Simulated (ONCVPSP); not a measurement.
# Configuration tests for Cl (Z = 17) (ONCV)

| Quantity | Value |
| --- | --- |
| Element | Cl (Z = 17) |
| Generator | ONCVPSP 4.0.1 |
| Type | optimised norm-conserving Vanderbilt (ONCV) |
| Functional | PBE |
| Relativity | non-relativistic |
| Frozen core | [Ne] |
| Valence charge | 7 |
| Reference configuration | 3s1 3p6 |
| Partial waves | 3s: rc 1.00 bohr, ncon 3, nbas 6, qcut 6 1/bohr, 2 projectors, debl 0.3 Ha; 3p: rc 1.05 bohr, ncon 4, nbas 8, qcut 8.5 1/bohr, 2 projectors, debl 1.7 Ha; d scattering state at 0.03 Ha: rc 0.95 bohr, ncon 3, nbas 8, qcut 10 1/bohr, 2 projectors, debl 3.9 Ha |
| Local potential | polynomial inside 0.90 bohr (lpopt 5, dvloc0 0 Ha) |
| Core correction | polynomial model core, fcfact 0.25 |

In the s channel the program set the typed energies aside and used -0.778, 0.250 Ha.

Energies are relative to the spin-unpolarised reference configuration 3s1 3p6; without spin polarisation the order of configurations can differ from experiment.

```
valence configuration  charge  ΔE all-electron (eV)  error AE − PS (meV)
              3s2 3p5       0               -11.973                 +3.8
              3s2 3p4      +1                 1.917                 +5.3
              3s2 3p3      +2                27.376                  +13
              3s1 3p5      +1                14.435                 +0.7
```

Note: ghosts flagged at negative energy: s at -312.6 eV, p at -133.0 eV; GHOST(+) flags only above 600 eV. A true bound ghost makes a file unfit for plane-wave use.
